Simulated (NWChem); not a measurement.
System: CH3BeF; SMILES [Be]([F])[CH3]

All runs: NWChem. Coordinates come from a PBE0-D3(BJ)/def2-TZVP optimisation. Ions are spin-unrestricted doublets at the neutral geometry; other ion states weren't tried. Functional: LC-ωPBE (HJS hole) with def2-SVP; rows give the range parameter ω in 1/bohr.

Q: At which range parameter does −ε(HOMO) equal the ΔSCF ionisation energy (optimal tuning)?

A: about 0.71 per bohr, by linear interpolation in these runs:
| range parameter (1/bohr) | vertical ionisation energy, ΔSCF (eV) | −ε(HOMO) (eV) | ΔSCF minus −ε(HOMO) (eV) |
|---|---|---|---|
| 0.20 | 13.45 | 10.23 | 3.22 |
| 0.40 | 15.58 | 11.85 | 3.73 |
| 0.80 | 11.91 | 12.96 | -1.05 |
